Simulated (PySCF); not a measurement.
**Broadened absorption spectrum of C5H8NPSi**

C₅H₈NPSi.
Z-matrix (Å and degrees, GFN2-xTB geometry), rows numbered from 1:
```
Si
P   1  2.2418
C   2  1.8153  1   97.80
C   3  1.3915  2  123.27  1   105.61
C   4  1.3841  3  119.00  2   178.41
C   5  1.3864  4  118.46  3    -0.24
N   6  1.3234  5  123.10  4    -0.33
C   7  1.3165  6  118.32  5     0.11
H   1  1.4617  2  106.69  3    71.20
H   1  1.4617  2  105.76  3  -169.72
H   1  1.4654  2  113.08  3   -49.29
H   2  1.3912  1   95.84  3    96.65
H   4  1.0822  3  120.25  2    -1.51
H   5  1.0795  4  120.79  3   179.79
H   6  1.0819  5  121.36  4   179.93
H   8  1.0839  3  120.24  2     1.37
```

Theory: TDDFT PBE0/def2-SVPD, vertical, gas phase, core orbitals frozen in the response (PySCF).

Computed states:

```csv
state,E (eV),f
S1,4.73,0.0093
S2,4.84,0.047
S3,4.97,0.0092
S4,5.19,0.200
S5,5.67,0.019
S6,6.05,0.038
S7,6.22,0.092
S8,6.29,0.024
```

Each state is given a Gaussian of 0.5 eV full width at half maximum, with ε(max) = 2.175×10⁸ f / Δν̃ (Δν̃ the width in cm⁻¹). The width is an assumption, not a result. The curve ends short of the highest state used, and states not computed would add to its high-energy end.

Task: What does the envelope look like, and where are its maxima?

Result: 
(λ (nm), ε (L mol⁻¹ cm⁻¹)): (217.9, 2412), (221.1, 2851), (224.3, 4003), (227.6, 5874), (230.8, 8055), (234.0, 10102), (237.2, 11507), (240.5, 11973), (243.7, 11492), (246.9, 10357), (250.1, 8904), (253.3, 7409), (256.6, 5985), (259.8, 4773), (263.0, 3730), (266.2, 2842), (269.5, 2079), (272.7, 1483), (275.9, 1019), (279.1, 674), (282.4, 423), (285.6, 260), (288.8, 154), (292.0, 88), (295.2, 49), (298.5, 26), (301.7, 14), (304.9, 7), (308.1, 4), (311.4, 2)

Maxima: 240 nm (5.16 eV), ε about 12000, made up of S4 (89%) (ε in L mol⁻¹ cm⁻¹; maxima over ε = 5, shares over 10%).

Task: On this curve, what absorbance would a 10⁻⁵ mol/L sample give at 266 nm over a 1 cm path?

Result: 266 nm is 4.661 eV, where ε is about 2900 L mol⁻¹ cm⁻¹, so A = ε c l ≈ 0.029 (Beer–Lambert, with the gas-phase spectrum and the assumed width).

Task: Coming from long wavelengths, where does ε first pass 100 L mol⁻¹ cm⁻¹?

Result: At about 291 nm (4.26 eV), 0.48 eV below S1.

Task: What would ε be at 5.16 eV, the highest of these maxima, with half the width (0.25 eV)?

Result: About 21100 L mol⁻¹ cm⁻¹ against 12000, a factor of about 1.8; a lone state at its own centre would give exactly 2.

On one thread, x86-64 server, shared host, this took 46 s wall.

One conformer stands for the species.
